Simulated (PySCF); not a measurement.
GeH₂I₂, SMILES [GeH2]([I])[I]. Atoms are numbered in the order given.

```xyz
5

Ge     0.0000     0.0000     1.0732
I      2.0898     0.0000    -0.3602
I     -2.0898     0.0000    -0.3602
H      0.0000     1.2947     1.9212
H      0.0000    -1.2947     1.9212
```
Charge 0, spin multiplicity 1.

Geometry optimised at PBE-D3(BJ)/def2-SVP. The def2 effective core potentials stand for the cores of I; spin–orbit coupling is left out.

Computed with PySCF with PBE-D3(BJ)/def2-SVP.

Frequencies are harmonic and unscaled.

Computed vibrational spectrum:
```tsv
mode	ν (cm⁻¹)	IR (km/mol)	moving atoms (share of kinetic energy)
1	69	0.2	I 79 %, Ge 20 %
2	225	6.0	Ge 55 %, I 43 %
3	258	43.9	Ge 69 %, I 30 %
4	424	2.8	H 93 %
5	592	0.0	H 100 %
6	693	203.5	H 98 %
7	808	95.8	H 99 %
8	2079	54.8	H 99 %
9	2103	64.5	H 98 %
```
